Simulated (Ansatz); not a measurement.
Gas-phase electronic energies from Ansatz, PBE0-D4/def2-TZVP geometries. CCSD(T)/CBS is the MP2 limit (def2-TZVPP, def2-QZVPP) plus CCSD(T) − MP2 in def2-TZVPP, frozen cores. Functionals use def2-TZVPP. One conformer a species, not always the lowest.

Consider the cleavage of the Si–Si bond: `O[SiH](O)[Si](F)(F)F` + `O[SiH2]S` → `O[SiH2]S[SiH](O)O` + `F[SiH](F)F`.

`O[SiH](O)[Si](F)(F)F`:

Z-matrix (Å, degrees):
```
Si
O 1 1.641
Si 1 2.340 2 110.3
O 1 1.632 2 110.7 3 114.2
H 1 1.491 2 108.5 3 -121.8
H 2 0.958 1 118.3 3 105.3
F 3 1.583 1 112.5 2 -177.3
F 3 1.585 1 110.1 2 -58.6
F 3 1.581 1 113.3 2 61.0
H 4 0.959 1 119.3 2 59.3
```

`O[SiH2]S`:

Cartesian coordinates in Å:
```
O 0.775 1.288 0.025
Si -0.039 -0.044 0.537
S -0.477 -1.425 -1.028
H 1.565 1.144 -0.499
H 0.750 -0.862 1.492
H -1.271 0.489 1.155
H -1.302 -0.590 -1.682
```

`O[SiH2]S[SiH](O)O`:

```xyz
12

O     2.014    0.364   -1.047
Si    1.482    1.284    0.196
S     0.252    0.159    1.557
Si   -1.195   -0.427    0.112
O    -0.509   -1.230   -1.150
O    -2.269   -1.422    0.835
H     1.341   -0.183   -1.469
H     0.683    2.437   -0.290
H     2.655    1.734    0.972
H    -1.820    0.751   -0.521
H    -0.228   -2.132   -0.974
H    -2.407   -1.336    1.779
```

`F[SiH](F)F`:

Z-matrix (Å, degrees):
```
Si
F 1 1.573
F 1 1.573 2 108.3
F 1 1.573 2 108.3 3 117.1
H 1 1.461 2 110.7 3 -121.4
```

(1) Is it downhill or uphill in electronic energy at CCSD(T)/CBS, and by how much? (Estimate.)

(2) What do these levels give: PBE-D4, r2SCAN-D4, PBE0-D4, PBE, HF/def2-QZVPP, SCS-MP2/def2-QZVPP? (Best estimate.)

Largest T1 diagnostic among the species: 0.012.

## Answers

(1) The calculation gave: Downhill: ΔE = -1.13 eV.

(2) Computed: PBE-D4 -0.97, r2SCAN-D4 -1.11, PBE0-D4 -1.04, PBE -0.93, HF/def2-QZVPP -1.04, SCS-MP2/def2-QZVPP -1.17 eV.

The D4 term adds −0.08 eV with B3LYP and −0.04 eV with PBE0; it sums over pairs of atoms, weighted by their polarisabilities, and B3LYP, whose exchange is more repulsive, gets the larger term. In def2-TZVPP, CCSD(T) changes the Hartree–Fock value by −0.07 eV (the triples alone add −0.03 eV) and MP2 by −0.20 eV.

B3LYP here is the variant with VWN-RPA as its local correlation; programs differ in this.
